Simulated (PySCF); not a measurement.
# What a mistake does to a calculation on CH6OSi2

Calculated results; nothing here was measured. They come from PySCF 2.14.0, an open-source quantum chemistry program, on an isolated molecule that a program drew, which may never have been made. The molecule is CH6OSi2 (charge 0, singlet), drawn as the SMILES string `OC([SiH])[SiH3]`.

Each row is a Hartree-Fock (HF) and frozen-core CCSD(T) single point in the cc-pV(D+d)Z basis, meant for a local HF minimum. Run 1 is clean. Each other run has one planted mistake out of seven kinds, and not every kind appears here: one electron removed, one electron added, multiplicity raised by two, geometry at a saddle point, minimal basis STO-3G, one bond length entered in bohr, all coordinates scaled. The reference is restricted for singlets and unrestricted otherwise, and also for a bond in bohr. Adding or removing an electron swaps singlet and doublet. Electrons count all cores. HOMO and LUMO are orbital energies over both spins, the gradient is its largest component, and the lowest frequency (negative if imaginary) is given only where the gradient is small. Bond lengths are over the 9 bonds as drawn. T1 is the CCSD diagnostic: over 0.02 (restricted) or 0.045 (unrestricted) a single reference is doubtful.

Geometry of the clean run:
```xyz
10
CH6OSi2, angstrom
O    -0.7990   -0.7236    0.8236
C    -0.0740    0.1279   -0.0536
Si    1.1090   -0.6109   -1.3478
Si    0.7534    1.4209    1.0831
H    -0.6809   -1.6230    0.5581
H    -0.7824    0.7128   -0.6712
H     0.8759   -2.0643   -0.9562
H    -0.2624    1.9691    2.0052
H     1.8310    0.7781    1.8726
H     1.3382    2.5204    0.2789
```

```
run  electrons  basis functions  <S^2>  HOMO (eV)  LUMO (eV)  gradient (hartree/bohr)  lowest frequency (cm^-1)  mean bond (Å)  longest bond (Å)      T1  HF (hartree)  CCSD(T) (hartree)                          mistake
  1         48              104  0.000      -9.08       0.49                  3.3e-05                        86         1.4724             1.910  0.0138    -694.01479         -694.60386                         no fault
  2         49              104  0.772      -1.11       7.78                  2.6e-02                         -         1.4724             1.910  0.0143    -694.02564         -694.62247               one electron added
  3         48              104  0.867      -8.12       0.24                  7.4e-03                         -         1.6230             2.878  0.0396    -693.92868         -694.50474  one bond length entered in bohr
  4         48               34  0.000      -6.23       5.79                  5.4e-02                         -         1.4724             1.910  0.0081    -685.85593         -686.07267                                ?
```

**Which mistake was planted in run 4, and what did it cost?**

It has 34 basis functions where the clean run has 104, with the same electrons and geometry. So the mistake is: minimal basis STO-3G. Subtracting run 1 and multiplying by 627.51 kcal/mol a hartree, the energy moved by 5119.8 kcal/mol in HF and 5353.4 kcal/mol in CCSD(T).

